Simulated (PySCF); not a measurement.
4-cyclopentene-1,3-dione, C5H4O2.
SMILES with atom numbers: `[O:1]=[C:2]1[CH:3]=[CH:4][C:5](=[O:6])[CH2:7]1` (hydrogens: H8 on C3; H9 on C4; H10, H11 on C7)

The same species was optimised twice, with GFN2-xTB and with PBE0-D3(BJ)/def2-SVP (PySCF), and the same property calculations (PySCF, gas phase) were run on both structures.

```json
{"coordinate": "C3=C4 (Å)", "GFN2-xTB": "1.335", "PBE0-D3(BJ)/def2-SVP": "1.344", "change": "+0.009"}
{"coordinate": "C2–C3 (Å)", "GFN2-xTB": "1.484", "PBE0-D3(BJ)/def2-SVP": "1.492", "change": "+0.008"}
{"coordinate": "C4–C5 (Å)", "GFN2-xTB": "1.484", "PBE0-D3(BJ)/def2-SVP": "1.492", "change": "+0.008"}
{"coordinate": "O1=C2 (Å)", "GFN2-xTB": "1.202", "PBE0-D3(BJ)/def2-SVP": "1.204", "change": "+0.002"}
{"coordinate": "C5=O6 (Å)", "GFN2-xTB": "1.202", "PBE0-D3(BJ)/def2-SVP": "1.204", "change": "+0.002"}
{"coordinate": "C2–C7 (Å)", "GFN2-xTB": "1.516", "PBE0-D3(BJ)/def2-SVP": "1.518", "change": "+0.002"}
{"coordinate": "C5–C7 (Å)", "GFN2-xTB": "1.516", "PBE0-D3(BJ)/def2-SVP": "1.518", "change": "+0.002"}
{"coordinate": "C4–C5–O6 (°)", "GFN2-xTB": "126.6", "PBE0-D3(BJ)/def2-SVP": "125.7", "change": "-0.9"}
{"coordinate": "O1–C2–C3 (°)", "GFN2-xTB": "126.6", "PBE0-D3(BJ)/def2-SVP": "125.8", "change": "-0.8"}
{"coordinate": "C4–C5–C7 (°)", "GFN2-xTB": "106.6", "PBE0-D3(BJ)/def2-SVP": "107.2", "change": "+0.6"}
{"coordinate": "C3–C2–C7 (°)", "GFN2-xTB": "106.6", "PBE0-D3(BJ)/def2-SVP": "107.2", "change": "+0.6"}
{"coordinate": "C3–C4–C5 (°)", "GFN2-xTB": "111.1", "PBE0-D3(BJ)/def2-SVP": "110.7", "change": "-0.4"}
{"coordinate": "C2–C7–C5 (°)", "GFN2-xTB": "104.7", "PBE0-D3(BJ)/def2-SVP": "104.3", "change": "-0.4"}
{"coordinate": "C2–C3–C4 (°)", "GFN2-xTB": "111.1", "PBE0-D3(BJ)/def2-SVP": "110.7", "change": "-0.4"}
{"coordinate": "O6–C5–C7 (°)", "GFN2-xTB": "126.8", "PBE0-D3(BJ)/def2-SVP": "127.1", "change": "+0.3"}
```

Rotational constants: A = 6787, B = 2213, C = 1686 MHz (GFN2-xTB) against A = 6711, B = 2209, C = 1679 MHz (PBE0-D3(BJ)/def2-SVP). Point groups within 0.08 Å: C2v and C2v. Atoms that the bonding makes alike are paired by their places after alignment.

On the GFN2-xTB structure: lowest singlet, TDDFT (eV) 3.22 [wB97X-D/def2-SVPD]; lowest triplet, Tamm–Dancoff (eV) 2.82 [wB97X-D/def2-SVPD]; isotropic polarisability (au) 61.7 [wB97X-D/def2-SVPD]; HOMO (eV) -9.53 [wB97X-D/def2-SVPD]; LUMO (eV) -1.14 [wB97X-D/def2-SVPD]; dipole (D) 1.85 [wB97X-D/def2-SVPD]; HOMO (eV) -7.54 [PBE0/pcSseg-1]; LUMO (eV) -2.86 [PBE0/pcSseg-1]; dipole (D) 1.67 [PBE0/pcSseg-1]; GIAO shielding of O1/O6 (mean) (ppm) -366.7 [PBE0/pcSseg-1]; GIAO shielding of C2/C5 (mean) (ppm) -20.1 [PBE0/pcSseg-1]; GIAO shielding of C3/C4 (mean) (ppm) 29.9 [PBE0/pcSseg-1]; GIAO shielding of C7 (ppm) 143.2 [PBE0/pcSseg-1].

What do these properties become on the PBE0-D3(BJ)/def2-SVP structure?

| property | level | on GFN2-xTB | on PBE0-D3(BJ)/def2-SVP | change |
| --- | --- | --- | --- | --- |
| lowest singlet, TDDFT (eV) | wB97X-D/def2-SVPD | 3.22 | 3.25 | +0.03 |
| lowest triplet, Tamm–Dancoff (eV) | wB97X-D/def2-SVPD | 2.82 | 2.84 | +0.02 |
| isotropic polarisability (au) | wB97X-D/def2-SVPD | 61.7 | 62.3 | +0.6 |
| HOMO (eV) | wB97X-D/def2-SVPD | -9.53 | -9.54 | -0.01 |
| LUMO (eV) | wB97X-D/def2-SVPD | -1.14 | -1.13 | +0.01 |
| dipole (D) | wB97X-D/def2-SVPD | 1.85 | 1.80 | -0.05 |
| energy, GFN2-xTB geometry as zero (kcal/mol) | wB97X-D/def2-SVPD | 0.0 | -0.5 | -0.5 |
| HOMO (eV) | PBE0/pcSseg-1 | -7.54 | -7.55 | -0.01 |
| LUMO (eV) | PBE0/pcSseg-1 | -2.86 | -2.84 | +0.02 |
| dipole (D) | PBE0/pcSseg-1 | 1.67 | 1.62 | -0.05 |
| energy, GFN2-xTB geometry as zero (kcal/mol) | PBE0/pcSseg-1 | 0.0 | -0.2 | -0.2 |
| GIAO shielding of O1/O6 (mean) (ppm) | PBE0/pcSseg-1 | -366.7 | -367.8 | -1.1 |
| GIAO shielding of C2/C5 (mean) (ppm) | PBE0/pcSseg-1 | -20.1 | -20.4 | -0.3 |
| GIAO shielding of C3/C4 (mean) (ppm) | PBE0/pcSseg-1 | 29.9 | 26.9 | -3.0 |
| GIAO shielding of C7 (ppm) | PBE0/pcSseg-1 | 143.2 | 142.8 | -0.4 |

The heavy atoms differ by 0.007 Å rms after alignment. Among bonds between heavy atoms C2–C3, C3=C4 and C4–C5 change most and about equally (+0.008 to +0.009 Å). Changes are differences of the printed values. Neither structure is proved a minimum here.

wB97X-D is run here without its empirical dispersion term; that term would change no orbital, density or response property at a fixed geometry.
